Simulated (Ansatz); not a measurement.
Species: C$_{5}$H$_{6}$, SMILES `C#CCC=C` (C–C–C–C torsion 125°) (charge 0, multiplicity 1).

**Question.** Give a relaxed geometry from PBE0-D3(BJ)/def2-TZVP in Ansatz (an electronic-structure program).

**Answer.** Several could match; the one computed here: the end point of this relaxation, one of several conformers (outside a Z-matrix the atoms follow the SMILES, hydrogens last).
Bonds (Å): C1–C2 1.200, C1–H6 1.064, C2–C3 1.456, C3–C4 1.501, C3–H7 1.097, C3–H8 1.094, C4–C5 1.323, C4–H9 1.087, C5–H10 1.086, C5–H11 1.083. Angles (°): C2–C1–H6 179.8, C1–C2–C3 179.1, C2–C3–C4 112.5, C2–C3–H7 108.4, C2–C3–H8 109.7, C4–C3–H7 109.5, C4–C3–H8 109.9, H7–C3–H8 106.6, C3–C4–C5 124.1, C3–C4–H9 115.7, C5–C4–H9 120.1, C4–C5–H10 121.6, C4–C5–H11 121.4, H10–C5–H11 117.1.
